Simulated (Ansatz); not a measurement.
Reaction (formal exchange of groups at the Se–Si bond): `[SiH3][SeH]` + `[InH3]` → `[SeH][InH2]` + SiH₄

Isolated molecules relaxed with PBE0-D4/def2-TZVP in Ansatz; ΔE leaves out vibrations. CCSD(T)/CBS adds triple-zeta CCSD(T) − MP2 to the extrapolated MP2 energy (def2 sets, frozen cores). This one scheme is used for every species. DFT in def2-TZVPP. def2 core potentials past Kr. For In, Se outer-core shells are correlated without core-valence functions, which leaves a few kJ/mol of doubt a bond. Scalar relativity is left out up to krypton.

Task: Is it downhill or uphill in electronic energy at CCSD(T)/CBS, and by how much? (An estimate is asked.)

Result: Computed: Downhill: ΔE = -71.1 kJ/mol.

Task: What do these levels give: LDA (SPW92), PBE-D4, revPBE-D4, BLYP-D4, r2SCAN-D4, PBE0, RPA@PBE/def2-TZVPP, CCSD(T)/def2-SVP, HF/def2-TZVPP, SCS-MP2/def2-TZVPP, SCS-MP2/def2-QZVPP, HF/CBS(def2)? (An estimate is asked.)

Result: Computed: LDA (SPW92) -64.8, PBE-D4 -65.6, revPBE-D4 -62.4, BLYP-D4 -69.9, r2SCAN-D4 -67.8, PBE0 -65.7, RPA@PBE/def2-TZVPP -67.3, CCSD(T)/def2-SVP -76.1, HF/def2-TZVPP -71.6, SCS-MP2/def2-TZVPP -70.3, SCS-MP2/def2-QZVPP -71.2, HF/CBS(def2) -71.2 kJ/mol.

Task: What do rigid-rotor, harmonic-oscillator terms from PBE0-D4/def2-TZVP frequencies (298.15 K, 1 bar) make of the CCSD(T)/CBS value? (Best estimate.)

Result: Computed: ΔZPE = +4.3 kJ/mol, ΔH = -66.7 kJ/mol, ΔS = -7 J/(mol·K), ΔG = -64.5 kJ/mol.

Largest T1 diagnostic among the species: 0.014.

Leaving LDA and LC-ωPBE aside and taking each functional with its dispersion term where it has one, the values, not all of them listed here, spread over 12.6 kJ/mol, from B2PLYP to B97M-V. At CCSD(T), def2-SVP lies −5.0 kJ/mol from the extrapolated value and def2-TZVPP +2.3 kJ/mol.
